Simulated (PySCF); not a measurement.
Ti(NCS)2(OMe)2, C4H6N2O2S2Ti (singlet state).
Geometry (PBE0-D3(BJ)/def2-SVP, Å), atoms numbered from 1 in this order:
```
atom  x, y, z in Å
Ti1    0.371    0.052    0.319
N2     0.441    0.035    2.228
C3     0.401    0.018    3.428
S4     0.357   -0.004    5.004
N5     2.148    0.016   -0.376
C6     3.223   -0.010   -0.911
S7     4.638   -0.044   -1.606
O8    -0.411    1.506   -0.228
C9    -1.224    2.423   -0.878
H10   -1.605    3.166   -0.158
H11   -2.083    1.921   -1.354
H12   -0.650    2.953   -1.656
O13   -0.470   -1.357   -0.242
C14   -1.152   -2.443   -0.769
H15   -0.491   -3.017   -1.440
H16   -2.032   -2.108   -1.342
H17   -1.491   -3.108    0.042
```

Level of theory: delta-SCF UKS SCAN, pcX-2 on the ionised atom (unc-x2c-TZVPall on a metal), pcseg-1 elsewhere, spin-free X2C (PySCF). Each 1s hole has a ground state of its own, since the core basis sits on the ionised atom alone.

| ionised atom | basis functions | E(ground) (Eh) | binding energy (eV) |
| --- | --- | --- | --- |
| C3 | 240 | -2067.71333 | 292.441 |
| C9 | 240 | -2067.70745 | 292.669 |
| N2 | 240 | -2067.72203 | 404.117 |
| O8 | 240 | -2067.73529 | 537.695 |
| S4 | 251 | -2067.84189 | 2476.561 |

Problem. Fill in the total energy of each core-ionised state.

Solution. With binding energy = E(ionised) − E(ground) and 27.2114 eV a hartree:

| atom | binding energy (Eh) | E(ionised) (Eh) |
| --- | --- | --- |
| C3 | 10.7470 | -2056.9663 |
| C9 | 10.7554 | -2056.9521 |
| N2 | 14.8510 | -2052.8710 |
| O8 | 19.7599 | -2047.9754 |
| S4 | 91.0119 | -1976.8300 |

Problem. How much do the ground-state energies differ, and what would follow from using one of them for all holes?

Solution. They run from -2067.8419 Eh (core basis on S4) to -2067.7074 Eh (on C9), 0.1345 Eh or 3.66 eV apart, though the state is the same; only basis and grid differ. Pairing the ion of C9 with the ground state of S4 would put its binding energy 3.66 eV too high.

The 2 C 1s values lie within 0.23 eV of each other; Gaussian lines of 0.5 eV full width would blend them into one maximum.

Only 1s holes are shown. One atom of each set of topologically equivalent atoms was ionised and stands for the set; in this conformer not all members are related by symmetry, and their own values weren't computed. Geometry: PBE0-D3(BJ)/def2-SVP; no solvent, vibrations or thermal averaging. Metal 2p energies of this one-determinant scheme are less reliable than its 1s energies.
